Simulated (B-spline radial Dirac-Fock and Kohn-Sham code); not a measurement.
## Photoelectron lines of W³⁺ at 80 eV

System: tungsten as W³⁺, [Xe] 4f14 5d3.

Calculated with a radial atomic solver, using Dirac-Hartree-Slater photoionisation with all multipoles and Dirac-Fock thresholds. The asymmetry parameter β is from the dipole term alone. Kinetic energies are from the vacuum level. Open shells are spread statistically over j, without multiplet splitting.

```csv
subshell,electrons,binding (eV),kinetic (eV),σ (kb),β
N6 (4f5/2),6,72.23,7.77,540,1.88
N7 (4f7/2),8,70.10,9.90,850,1.73
O3 (5p3/2),4,76.73,3.27,872,1.43
O4 (5d3/2),1.2,36.49,43.51,356,1.50
O5 (5d5/2),1.8,35.68,44.32,466,1.68
```

Branching ratios of the spin-orbit partners (statistical value in brackets): 4f 1.57 (1.33), 5d 1.31 (1.50).

At such low photon energies correlation between channels can change these cross sections by tens of per cent.
